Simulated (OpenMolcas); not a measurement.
# Lines of neutral tin: computed and rescaled rates

| Item | Value |
| --- | --- |
| Program | OpenMolcas |
| Method | SS-CASPT2, IPEA 0.25 Eh, imaginary shift 0.1 Eh (closed shells correlated: 4d 5s) |
| Basis | ANO-RCC-VTZP [7s6p4d2f1g] |
| Scalar Hamiltonian | DKH2, point nucleus |
| Active space | 2 electrons in 3 orbitals (5p) |
| State averaging | 2S+1 = 3 even, 3 roots; 2S+1 = 1 even, 6 roots |
| Spin-orbit coupling | state interaction with AMFI integrals over the reference wave functions, term energies averaged over their components |

Rates come from the transition moments of the reference wave functions (E1 and E2 in the length form). At fixed line strength A goes as λ^-3 for E1 and M1 and as λ^-5 for E2, so a rate at the computed wavelength can be rescaled to the measured one. Measured vacuum wavelengths follow from level energies in NIST Handbook of Basic Atomic Spectroscopic Data. Branching counts decays inside the model space alone, at computed energies, and the table is only a selection of the E2 and M1 lines, drawn from those between levels with measured partners whose computed energy lies within a factor of 1.5 of the measured one.

| Upper | Lower | Type | λ computed (nm) | λ measured (nm) | A computed (s-1) | A rescaled (s-1) | Branching % |
| --- | --- | --- | --- | --- | --- | --- | --- |
| 5s² 5p² ¹S₀ | 5s² 5p² ³P₁ | M1 | 618.6 | 646.4 | 5.76e+00 |  | 73.1 |
| 5s² 5p² ¹S₀ | 5s² 5p² ¹D₂ | E2 | 1134 | 1170 | 1.53e+00 | 1.31e+00 | 19.4 |
| 5s² 5p² ¹S₀ | 5s² 5p² ³P₂ | E2 | 687.5 | 728.1 | 5.89e-01 |  | 7.5 |
| 5s² 5p² ¹D₂ | 5s² 5p² ³P₂ | M1 | 1745 | 1929 | 4.42e-01 |  | 56.2 |
| 5s² 5p² ¹D₂ | 5s² 5p² ³P₁ | M1 | 1360 | 1445 | 3.32e-01 |  | 42.2 |
| 5s² 5p² ³P₂ | 5s² 5p² ³P₁ | M1 | 6173 | 5761 | 5.41e-02 | 6.66e-02 | 99.2 |
| 5s² 5p² ³P₁ | 5s² 5p² ³P₀ | M1 | 6996 | 5911 | 5.14e-02 | 8.52e-02 | 100.0 |
| 5s² 5p² ¹D₂ | 5s² 5p² ³P₂ | E2 | 1745 | 1929 | 8.16e-03 |  | 1.0 |
| 5s² 5p² ¹D₂ | 5s² 5p² ³P₁ | E2 | 1360 | 1445 | 3.96e-03 |  | 0.5 |
| 5s² 5p² ³P₂ | 5s² 5p² ³P₀ | E2 | 3279 | 2917 | 3.80e-04 | 6.82e-04 | 0.7 |

Spin-changing lines and M1 lines between different terms are not rescaled, since their strength hangs on the term gaps too.

The largest correction is for 5s² 5p² ³P₂ → 5s² 5p² ³P₀ (E2): 3.80e-04 × (3279 / 2917)^5 = 6.82e-04 s-1, a factor of 1.79.

No measured rate stands beside these. Rescaling mends the energy factor alone: line strengths can still be far off where a level mixes with configurations outside the active space, and weak or spin-changing lines hang on small mixing coefficients that depend on the term gaps too, so rescaling need not improve them.

CASPT2 breaks the degeneracy within a term, and the mean is taken; among the terms shown or strongly mixed into the levels shown the widest spread is 79 cm-1 (5s² 5p² ¹D). With the s shell closed, the reference lacks s² → p² mixing. Computed and measured levels are paired by configuration, term and J; levels that our copy of the source lacks, or whose pairing is in doubt (as where it misses far off the trend of its configuration), stay unpaired. Only configurations of the active space appear.
